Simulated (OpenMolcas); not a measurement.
Computed transition rates of F III

```yaml
Program: OpenMolcas 26.06
Method: "SS-CASPT2, IPEA 0.25 Eh, imaginary shift 0.1 Eh (closed shells correlated: 1s)"
Basis: ANO-RCC [8s7p4d3f2g]
Scalar_Hamiltonian: DKH2, point nucleus
Active_space: 5 electrons in 8 orbitals (2s 2p 3s 3p)
State_averaging: 2S+1 = 4 odd, 1 root; 2S+1 = 2 odd, 8 roots; 2S+1 = 4 even, 3 roots; 2S+1 = 2 even, 9 roots
Spin-orbit_coupling: RASSI with atomic mean-field integrals over the reference wave functions, term energies averaged over their components
```

Rates come from the transition moments of the reference wave functions (E1 and E2 in the length form). At fixed line strength A goes as λ^-3 for E1 and M1 and as λ^-5 for E2, so a rate at the computed wavelength can be rescaled to the measured one. Measured vacuum wavelengths follow from level energies in Moore, Atomic Energy Levels, vol. I, NSRDS-NBS 35 (1971 reprint of NBS Circular 467, 1949). Branching counts decays inside the model space alone, at computed energies, and the table is only a selection of the E1 lines, drawn from those between levels with measured partners whose computed energy lies within a factor of 1.5 of the measured one.

```tsv
Upper	Lower	Type	λ computed (nm)	λ measured (nm)	A computed (s-1)	A rescaled (s-1)	Branching %
2s 2p4 4P 1/2	2s2 2p3 4S* 3/2	E1	65.41	65.61	2.13e+09	2.11e+09	100.0
2s 2p4 4P 3/2	2s2 2p3 4S* 3/2	E1	65.49	65.69	2.12e+09	2.10e+09	100.0
2s 2p4 4P 5/2	2s2 2p3 4S* 3/2	E1	65.61	65.83	2.11e+09	2.09e+09	100.0
```

The largest correction is for 2s 2p4 4P 5/2 → 2s2 2p3 4S* 3/2 (E1): 2.11e+09 × (65.61 / 65.83)^3 = 2.09e+09 s-1, a factor of 0.99.

The computed rate and branching of 2s 2p4 4P 1/2 → 2s2 2p3 4S* 3/2 give the upper level a radiative lifetime of 1.000 / 2.13e+09 s-1 = 4.69e-10 s, counting decays inside the model space alone. The rescaled rate gives about 4.7e-10 s.

No measured rate stands beside these. Rescaling mends the energy factor alone: line strengths can still be far off where a level mixes with configurations outside the active space, and weak or spin-changing lines hang on small mixing coefficients that depend on the term gaps too, so rescaling need not improve them.

Active for correlation alone: 3p 3s; no level in the range computed is led by a configuration that fills them, so any true level of that kind is missing. Computed and measured levels are paired by configuration, term and J; levels that our copy of the source lacks, or whose pairing is in doubt (as where it misses far off the trend of its configuration), stay unpaired. Levels of configurations outside the active space are missing.

* marks odd parity.
